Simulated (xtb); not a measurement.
C4H10S, SMILES C(C)(C)(C)S. All values are semi-empirical tight-binding results from xtb (GFN2-xTB unless named), good for trends rather than for accurate numbers. Coordinates come from a GFN2-xTB optimisation. One conformer was computed; it need not be the lowest.

Optimised geometry:

```xyz
15

C      0.7397     0.8071    -1.2576
C      0.0054     0.3623     0.0000
C      0.7397     0.8071     1.2576
C     -1.4313     0.8688     0.0000
S     -0.1060    -1.4927     0.0000
H      0.7617     1.8945    -1.3084
H      0.2377     0.4289    -2.1454
H      1.7654     0.4423    -1.2594
H      0.2377     0.4289     2.1454
H      0.7617     1.8945     1.3084
H      1.7654     0.4423     1.2594
H     -1.9597     0.5140     0.8822
H     -1.9597     0.5140    -0.8822
H     -1.4433     1.9570     0.0000
H      1.2079    -1.7055     0.0000
```

Computed properties:
- point group as xtb finds it = Cs
- orbital gap = 4.44 eV
- zero-point energy = 80.5 kcal/mol
- G − E(el) at 298.15 K (modified RRHO) = 61.4 kcal/mol
- static polarisability (D4 model) = 71.1 bohr³
- solvation energy, GFN2-xTB/ALPB(water) = -0.7 kcal/mol
- solvation energy, GFN2-xTB/ALPB(acetone) = -5.8 kcal/mol

Computed atomic charges and the Wiberg bond orders between heavy atoms:
charges (e) C1 -0.11, C2 0.08, C3 -0.11, C4 -0.10, S5 -0.31, H6 0.04, H7 0.05, H8 0.04, H9 0.05, H10 0.04, H11 0.04, H12 0.05, H13 0.05, H14 0.04, H15 0.15. Bond orders C1–C2 1.01, C2–C3 1.01, C2–C4 1.01, C2–S5 0.94.
